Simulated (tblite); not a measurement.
Parent: `[CH3:1][S:2][SiH2:3][O:4][CH:5]([CH3:6])[CH3:7]` with C1–S2–Si3–O4 179°, S2–Si3–O4–C5 177°, Si3–O4–C5–C6 144°, C4H12OSSi.

Computed geometry: GFN2-xTB, gas phase. One conformer each, not checked by frequencies here.

| coordinate of the parent | value |
| --- | --- |
| C1–S2 | 1.818 Å |
| S2–Si3 | 2.125 Å |
| Si3–O4 | 1.601 Å |
| O4–C5 | 1.406 Å |
| C5–C6 | 1.524 Å |
| C5–C7 | 1.524 Å |
| C1–S2–Si3 | 97.6° |
| S2–Si3–O4 | 102.2° |
| Si3–O4–C5 | 128.8° |
| O4–C5–C6 | 108.0° |
| O4–C5–C7 | 109.2° |
| C6–C5–C7 | 111.8° |

Question: How does the shared frame change in `[CH3:1][S:2][SiH2:3][O:4][C:5]([CH3:6])([CH3:7])[O:8][SiH3:9]` with C1–S2–Si3–O4 -45°, S2–Si3–O4–C5 -178°, Si3–O4–C5–C6 -120°, O4–C5–O8–Si9 180°, C4H14O2SSi2? Atoms pair as C1 = C1, S2 = S2, Si3 = Si3, O4 = O4, C5 = C5, C6 = C7, C7 = C6 (parent first).

Answer: 
```
   parent   relative  value in the relative  change
    C1–S2      C1–S2                1.823 Å  +0.005
   S2–Si3     S2–Si3                2.136 Å  +0.011
   Si3–O4     Si3–O4                1.625 Å  +0.024
    O4–C5      O4–C5                1.394 Å  -0.012
    C5–C6      C5–C7                1.528 Å  +0.004
    C5–C7      C5–C6                1.528 Å  +0.004
C1–S2–Si3  C1–S2–Si3                 101.2°    +3.6
S2–Si3–O4  S2–Si3–O4                 102.7°    +0.5
Si3–O4–C5  Si3–O4–C5                 120.8°    -8.0
 O4–C5–C6   O4–C5–C7                 108.2°    +0.2
 O4–C5–C7   O4–C5–C6                 108.3°    -0.9
 C6–C5–C7   C7–C5–C6                 111.6°    -0.2
```

Of the parent's bonds, Si3–O4 changes most (+0.024 Å). Bonds of the relative outside the shared frame: C5–O8 1.395, O8–Si9 1.622 Å. Point group C1 → C1.

Question: How does the shared frame change in `[CH3:1][CH2:2][C:3]([CH3:4])([CH3:5])[O:6][SiH2:7][S:8][CH3:9]` with C1–C2–C3–C4 -60°, C2–C3–O6–Si7 158°, C3–O6–Si7–S8 170°, O6–Si7–S8–C9 177°, C6H16OSSi? Atoms pair as C1 = C9, S2 = S8, Si3 = Si7, O4 = O6, C5 = C3, C6 = C4, C7 = C5 (parent first).

Answer: 
```json
{"parent": "C1–S2", "relative": "C9–S8", "value in the relative": "1.816 Å", "change": "-0.002"}
{"parent": "S2–Si3", "relative": "S8–Si7", "value in the relative": "2.130 Å", "change": "+0.005"}
{"parent": "Si3–O4", "relative": "Si7–O6", "value in the relative": "1.595 Å", "change": "-0.006"}
{"parent": "O4–C5", "relative": "O6–C3", "value in the relative": "1.410 Å", "change": "+0.004"}
{"parent": "C5–C6", "relative": "C3–C4", "value in the relative": "1.529 Å", "change": "+0.005"}
{"parent": "C5–C7", "relative": "C3–C5", "value in the relative": "1.528 Å", "change": "+0.004"}
{"parent": "C1–S2–Si3", "relative": "C9–S8–Si7", "value in the relative": "97.6°", "change": "0.0"}
{"parent": "S2–Si3–O4", "relative": "S8–Si7–O6", "value in the relative": "101.3°", "change": "-0.9"}
{"parent": "Si3–O4–C5", "relative": "Si7–O6–C3", "value in the relative": "132.8°", "change": "+4.0"}
{"parent": "O4–C5–C6", "relative": "O6–C3–C4", "value in the relative": "108.5°", "change": "+0.5"}
{"parent": "O4–C5–C7", "relative": "O6–C3–C5", "value in the relative": "110.3°", "change": "+1.1"}
{"parent": "C6–C5–C7", "relative": "C4–C3–C5", "value in the relative": "110.0°", "change": "-1.8"}
```

Of the parent's bonds, S2–Si3, Si3–O4 and C5–C6 change most and about equally (-0.006 to +0.005 Å). Bonds of the relative outside the shared frame: C1–C2 1.524, C2–C3 1.540 Å. Point group C1 → C1.

Question: How does the shared frame change in `[CH3:1][S:2][SiH2:3][O:4][C:5]([CH3:6])([CH3:7])[CH:8]=[O:9]` with C1–S2–Si3–O4 174°, S2–Si3–O4–C5 46°, Si3–O4–C5–C6 -81°, O4–C5–C8–O9 -165°, C5H12O2SSi? Atoms pair as C1 = C1, S2 = S2, Si3 = Si3, O4 = O4, C5 = C5, C6 = C6, C7 = C7 (parent first).

Answer: 
| parent | relative | value in the relative | change |
| --- | --- | --- | --- |
| C1–S2 | C1–S2 | 1.817 Å | -0.001 |
| S2–Si3 | S2–Si3 | 2.147 Å | +0.022 |
| Si3–O4 | Si3–O4 | 1.607 Å | +0.006 |
| O4–C5 | O4–C5 | 1.405 Å | -0.001 |
| C5–C6 | C5–C6 | 1.535 Å | +0.011 |
| C5–C7 | C5–C7 | 1.526 Å | +0.002 |
| C1–S2–Si3 | C1–S2–Si3 | 99.5° | +1.9 |
| S2–Si3–O4 | S2–Si3–O4 | 111.8° | +9.6 |
| Si3–O4–C5 | Si3–O4–C5 | 133.6° | +4.8 |
| O4–C5–C6 | O4–C5–C6 | 109.7° | +1.7 |
| O4–C5–C7 | O4–C5–C7 | 112.2° | +3.0 |
| C6–C5–C7 | C6–C5–C7 | 110.8° | -1.0 |

Of the parent's bonds, S2–Si3 changes most (+0.022 Å). Bonds of the relative outside the shared frame: C5–C8 1.520, C8=O9 1.197 Å. Point group C1 → C1.

Question: How does the shared frame change in `[CH3:1][O:2][C:3]([CH3:4])([CH3:5])[O:6][SiH2:7][S:8][CH3:9]` with C1–O2–C3–C4 173°, O2–C3–O6–Si7 -47°, C3–O6–Si7–S8 180°, O6–Si7–S8–C9 -46°, C5H14O2SSi? Atoms pair as C1 = C9, S2 = S8, Si3 = Si7, O4 = O6, C5 = C3, C6 = C4, C7 = C5 (parent first).

Answer: 
```tsv
parent	relative	value in the relative	change
C1–S2	C9–S8	1.824 Å	+0.006
S2–Si3	S8–Si7	2.136 Å	+0.011
Si3–O4	Si7–O6	1.617 Å	+0.016
O4–C5	O6–C3	1.406 Å	0.000
C5–C6	C3–C4	1.527 Å	+0.003
C5–C7	C3–C5	1.531 Å	+0.007
C1–S2–Si3	C9–S8–Si7	101.1°	+3.5
S2–Si3–O4	S8–Si7–O6	102.9°	+0.7
Si3–O4–C5	Si7–O6–C3	127.7°	-1.1
O4–C5–C6	O6–C3–C4	109.9°	+1.9
O4–C5–C7	O6–C3–C5	106.7°	-2.5
C6–C5–C7	C4–C3–C5	110.9°	-0.9
```

Of the parent's bonds, Si3–O4 changes most (+0.016 Å). Bonds of the relative outside the shared frame: C1–O2 1.414, O2–C3 1.403 Å. Point group C1 → C1.

Question: How does the shared frame change in `[CH3:1][S:2][SiH2:3][O:4][C:5]([CH3:6])([CH3:7])[CH2:8][OH:9]` with C1–S2–Si3–O4 179°, S2–Si3–O4–C5 173°, Si3–O4–C5–C6 -84°, O4–C5–C8–O9 -59°, C5–C8–O9–H 166°, C5H14O2SSi? Atoms pair as C1 = C1, S2 = S2, Si3 = Si3, O4 = O4, C5 = C5, C6 = C7, C7 = C6 (parent first).

Answer: 
```tsv
parent	relative	value in the relative	change
C1–S2	C1–S2	1.815 Å	-0.003
S2–Si3	S2–Si3	2.139 Å	+0.014
Si3–O4	Si3–O4	1.604 Å	+0.003
O4–C5	O4–C5	1.399 Å	-0.007
C5–C6	C5–C7	1.529 Å	+0.005
C5–C7	C5–C6	1.528 Å	+0.004
C1–S2–Si3	C1–S2–Si3	96.8°	-0.8
S2–Si3–O4	S2–Si3–O4	99.7°	-2.5
Si3–O4–C5	Si3–O4–C5	127.7°	-1.1
O4–C5–C6	O4–C5–C7	107.5°	-0.5
O4–C5–C7	O4–C5–C6	109.2°	0.0
C6–C5–C7	C7–C5–C6	111.2°	-0.6
```

Of the parent's bonds, S2–Si3 changes most (+0.014 Å). Bonds of the relative outside the shared frame: C5–C8 1.534, C8–O9 1.406 Å. Point group C1 → C1.
